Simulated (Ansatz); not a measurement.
`[F][Ge]([F])([F])[SiH3]` → `[F][GeH]([F])[F]` + `[SiH2]` at 600 K and 1 bar (silylene loss).

Calculated with Ansatz (gas phase, PBE0-D4/def2-TZVP geometries, no zero-point term in ΔE). CCSD(T)/CBS is the MP2 limit (def2-TZVPP, def2-QZVPP) plus CCSD(T) − MP2 in def2-TZVPP, frozen cores. This one scheme is used for every species. For Ge outer-core shells are correlated without core-valence functions, which leaves a few kJ/mol of doubt a bond. Scalar relativity is left out up to krypton.

| species | CCSD(T)/CBS energy (Eh) | H − E (kJ/mol) | S (J/(mol·K)) |
| --- | --- | --- | --- |
| `[F][Ge]([F])([F])[SiH3]` | -2666.49147 | 147.0 | 451.5 |
| `[F][GeH]([F])[F]` | -2376.20168 | 80.2 | 351.9 |
| `[SiH2]` | -290.19011 | 52.1 | 233.9 |

H − E and S are ideal-gas, rigid-rotor, harmonic terms from PBE0-D4/def2-TZVP. 1 Eh = 2625.50 kJ/mol, R = 8.31446 J/(mol·K).

Task: By hand: ΔE, ΔH, ΔS and ΔG.

Result: ΔE = (-2376.20168) + (-290.19011) − (-2666.49147) = 0.09968 Eh = 261.7 kJ/mol. Δ(H − E) = 80.2 + 52.1 − 147.0 = -14.7, so ΔH = 247.0 kJ/mol. ΔS = 351.9 + 233.9 − 451.5 = 134.3 J/(mol·K). ΔG = 247.0 − 600 × (134.3)/1000 = 166.4 kJ/mol.

Task: By hand: the equilibrium constant, and the temperature at which ΔG would vanish if ΔH and ΔS stayed fixed.

Result: log₁₀ K = −ΔG/(RT ln 10) = -14.5. ΔG = 0 at ΔH/ΔS = 1839 K.

The number of gas molecules changes by +1, which sets the sign of ΔS. A doubt of 5 kJ/mol in ΔE shifts log₁₀ K by 0.4 here. These are equilibria of isolated gas molecules and say nothing of rates. Largest T1 diagnostic: 0.014 (customary marks: 0.02 for closed shells, 0.045 for open ones).
